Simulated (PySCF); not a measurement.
## Calculated NMR parameters of C=CP1C=CCC=C1

- Formula: C7H9P
- SMILES: C=CP1C=CCC=C1
- InChI: InChI=1S/C7H9P/c1-2-8-6-4-3-5-7-8/h2,4-7H,1,3H2
- Point group of the computed structure: C1
- Carbon signals: 5
- Proton signals: 6

Numbering as in the mapped SMILES `[CH2:1]=[CH:2][P:3]1[CH:4]=[CH:5][CH2:6][CH:7]=[CH:8]1`. Each H is labelled by its parent atom. Ha(C1) is cis to P3; Hb(C1) is trans to P3.

Computed data (PySCF 2.14): NMR shieldings at PBE0/pcSseg-1/GIAO, structure optimised with GFN2-xTB. One conformer, non-relativistic, isolated molecule, averaged over atoms made equivalent by symmetry, fast rotation or ring inversion.

References, each an isolated molecule treated in the same way: $^{1}$H and $^{13}$C vs TMS; $^{31}$P vs H3PO4.

| carbon | δC, type | δH (multiplicity) | HMBC from (2–3 bonds) | span of the C tensor (ppm) |
| --- | --- | --- | --- | --- |
| C1 | 138.4, CH2 | Ha(C1) 6.29 (m); Hb(C1) 6.20 (m) | H(C2) | 229 |
| C2 | 148.6, CH | 6.67 (m) | H(C4)/H(C8), Ha(C1), Hb(C1) | 233 |
| C4/C8 | 138.1, CH | 6.37 (m) | H(C2), H(C5)/H(C7), H(C4)/H(C8), H(C6) | 214 |
| C5/C7 | 136.3, CH | 6.49 (m) | H(C5)/H(C7), H(C4)/H(C8), H(C6) | 229 |
| C6 | 32.8, CH2 | 2.82 (m) | H(C5)/H(C7), H(C4)/H(C8) | 29 |

Other nuclei:
```json
{"atoms": "P3", "nucleus": "$^{31}$P", "environment": "phosphorus bonded to 3 C, in a 6-membered ring", "δ (ppm)": "-73.5", "σ (ppm)": "391.8"}
```

1. δC 148.6, 138.1, 136.3: alkene CH; the olefinic region.
2. δC 138.4: terminal =CH2 carbon; the olefinic region.
3. δC 32.8: allylic sp3 CH2; saturated and bonded to C and H only.
4. δH 6.67, 6.49, 6.37: hydrogen on an alkene CH; olefinic region.
5. δH 6.29, 6.20: hydrogen on a terminal =CH2 carbon; attached to an sp2 carbon and in the plane of the double bond.

Splittings by $^{31}$P in the carbon and heteronuclear signals aren't shown, as no couplings were computed. Shifts are as computed. Against solution values, carbons near 30 ppm lie about +3 ppm off and those near 130 ppm about +5 ppm. Of 1211 compounds with measured shifts, 218 miss one by over three times the rms of a fit or turn the order of signals round; such compounds aren't used in these exercises. Experimental scales use liquid or dissolved standards, which lie at an offset from isolated H3PO4. No couplings were computed; multiplicities are counted from neighbouring protons, with m where these are inequivalent, close in shift, in a saturated or five-membered ring or joined by F or P, and br s for small geminal =CH2 splittings.
